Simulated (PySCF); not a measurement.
Method: TPSSh-D3(BJ)/def2-TZVP // CAM-B3LYP-D3(BJ)/def2-SVP (PySCF). Isolated molecules, 0 K electronic values unless said otherwise. One relaxed conformer stands for a flexible species; it need not be the lowest. Excitations are Tamm–Dancoff values on a coarser integration grid. The basis has no diffuse functions, so Rydberg states are missing or too high.

Reference species (SMILES): `[Br][Sn]([Br])([Br])[Br]` (neutral, multiplicity 1).

| Property | Result |
|---|---|
| S1 excitation (TDA) | 3.82 eV |
| HOMO | -8.26 eV |
| S1 oscillator strength | 0.000 |
| HOMO–LUMO gap | 4.24 eV |

Changed species: `C[O][Sn]([Br])([Br])[O]C` (C–O–Sn–Br torsion -174°, Br–Sn–O–C torsion 65°) (2 of 4 Br replaced by OCH3; the reference has 0 of 4 Br replaced by OCH3).

Q: Give the shifts of the S1 excitation (TDA), HOMO, S1 oscillator strength and HOMO–LUMO gap.

A: the S1 excitation (TDA) increases by 0.13 eV, to 3.95 eV; the HOMO rises by 0.74 eV, to -7.52 eV; the S1 oscillator strength stays essentially unchanged; the HOMO–LUMO gap rises by 0.20 eV, to 4.44 eV.
